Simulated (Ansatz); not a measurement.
Relaxation of C$_{3}$H$_{8}$AlN (13 atoms, charge 0, multiplicity 1), to a largest force component of 0.02 eV/Å in at most 40 steps.

Computed with Ansatz 0.2.0, RHF/6-31G.

```xyz
13
Properties=species:S:1:pos:R:3:forces:R:3
C -0.946 -0.099 1.071 -2.27 3.12 -0.30
C 0.171 -0.217 0.130 3.00 -0.86 -0.94
Al 1.583 -1.485 0.611 0.14 -0.01 0.33
C 0.358 0.479 -1.023 -6.95 1.55 3.14
N -0.702 1.399 -1.476 0.03 0.19 0.38
H -1.059 1.014 1.408 0.14 -2.05 -0.31
H -0.864 -0.706 1.954 -0.05 -0.14 0.04
H -1.896 -0.315 0.530 0.44 -0.09 0.78
H 1.519 -2.297 2.029 -0.06 0.15 -0.34
H 2.875 -1.680 -0.317 0.00 -0.01 -0.12
H 1.140 0.314 -1.630 2.38 -0.04 -2.22
H -0.544 1.916 -2.346 -0.42 -0.66 1.35
H -1.616 1.641 -0.926 3.63 -1.16 -1.78
```

**Question.** Where does it end, and by what steps?

**Answer.** The forces met the threshold. Limits of this set-up: no polarisation functions. After 7 steps the energy has fallen by 0.975 eV; H13 moved furthest, 0.18 Å.

```
step  energy less start (eV)  largest force component (eV/Å)  accepted
   0                  0.0000                           6.950       yes
   1                 -0.7866                           2.412       yes
   2                 -0.9299                           1.019       yes
   3                 -0.9661                           0.361       yes
   4                 -0.9736                           0.138       yes
   5                 -0.9747                           0.050       yes
   6                 -0.9616                           0.727        no
   7                 -0.9753                           0.011       yes
```

```xyz
13
Properties=species:S:1:pos:R:3
C -1.028 -0.035 1.076
C 0.183 -0.240 0.181
Al 1.620 -1.457 0.607
C 0.277 0.456 -0.975
N -0.628 1.364 -1.455
H -1.116 0.998 1.412
H -0.976 -0.650 1.966
H -1.957 -0.293 0.569
H 1.609 -2.329 1.955
H 2.845 -1.583 -0.428
H 1.125 0.325 -1.623
H -0.477 1.830 -2.314
H -1.454 1.580 -0.956
```

Whether the end is a true minimum wasn't checked by a vibrational analysis.

Time of the run: 16 s on 2 threads of Arm Neoverse N1 (shared host), peak memory 0.12 GiB.
